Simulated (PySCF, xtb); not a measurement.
Zn(H)(OH) (H₂OZn), SMILES [OH][ZnH].

xtb with GFN2-xTB at its own geometry gives an orbital gap of 5.95 eV and a dipole moment of 1.78 D.

Coordinates come from a PBE0-D3(BJ)/def2-TZVP optimisation.

Question: What does PBE/def2-TZVPD (PySCF) give? (An estimate is asked for; the answer gives what the named calculation found.)

Answer: gap 5.38 eV (levels -6.70 and -1.32 eV), dipole 1.35 D.
